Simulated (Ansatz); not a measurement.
Reaction (redistribution): `[F][SnH]([SiH3])[Cl]` + `N[AsH]S` → `N[AsH][SiH3]` + `[F][SnH]([SH])[Cl]`

Computed with Ansatz on PBE0-D4/def2-TZVP structures; ΔE is electronic, products minus reactants. CBS: MP2 limit from def2 TZ/QZ plus the TZ coupled-cluster correction, frozen cores. Functionals use def2-TZVPP. def2 core potentials past Kr. For As, Sn outer-core shells are correlated without core-valence functions, which leaves a few kJ/mol of doubt a bond. Scalar relativity is left out up to krypton. One conformer a species, not always the lowest.

```tsv
level	ΔE (kJ/mol)
BLYP-D4	-12.2
B2PLYP	-18.5
```

**Question.** What does CCSD(T)/CBS give? (Best estimate.)

**Answer.** Computed: -23.2 kJ/mol. The listed levels differ from it by 11.0, 4.7 kJ/mol.

Largest T1 diagnostic among the species: 0.013.

From PBE to PBE0 (25 % exact exchange), in def2-TZVPP and without D4, ΔE moves by −4.1 kJ/mol. At CCSD(T), def2-SVP lies −7.2 kJ/mol from the extrapolated value and def2-TZVPP −0.9 kJ/mol. Leaving LDA and LC-ωPBE aside and taking each functional with its dispersion term where it has one, the values, not all of them listed here, spread over 10.3 kJ/mol, from B97M-V to BLYP-D4.
